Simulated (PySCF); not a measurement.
# Shifts of the heteroatoms

Atoms are numbered as in `[CH2:1]=[CH:2][Si@H:3]([N:4]=[CH2:5])[CH:6]([Cl:7])[Cl:8]`. Each H is labelled by its parent atom. Ha(C1), Ha(C5) are cis to Si3; Hb(C1), Hb(C5) are trans to Si3.

Calculated, not measured (PySCF 2.14.0 with density-fitted response routines): PBE0/pcSseg-1 with gauge-including orbitals, GFN2-xTB structure. In vacuum, one conformer, relativity neglected.

Q: Where does ²⁹Si resonate?

A: 
```csv
atoms,environment,σ (ppm),δ (ppm)
Si3,"silicon bonded to 2 C, N, H",378.3,-31.0
```

Shieldings were converted by a linear fit to measured shifts: ²⁹Si (scatter 8.9 ppm rms, 25.8 ppm with the 6 outliers that the fit left out vs TMS, solution or neat liquid). A few per cent of atoms miss by over 2 rms, more outside the fitted compound classes.

On a 600 MHz spectrometer ²⁹Si resonates near 119.2 MHz, so 1 ppm is 119.2 Hz.

Q: What are the ¹⁵N shifts?

A: 
| atoms | environment | σ (ppm) | δ (ppm) |
| --- | --- | --- | --- |
| N4 | imine nitrogen | -146.2 | -13.4 |

Shieldings were converted by a linear fit to measured shifts: ¹⁵N (scatter 6.3 ppm rms vs CH3NO2, solution or neat liquid). A few per cent of atoms miss by over 2 rms, more outside the fitted compound classes.

On a 600 MHz spectrometer ¹⁵N resonates near 60.8 MHz, so 1 ppm is 60.8 Hz.
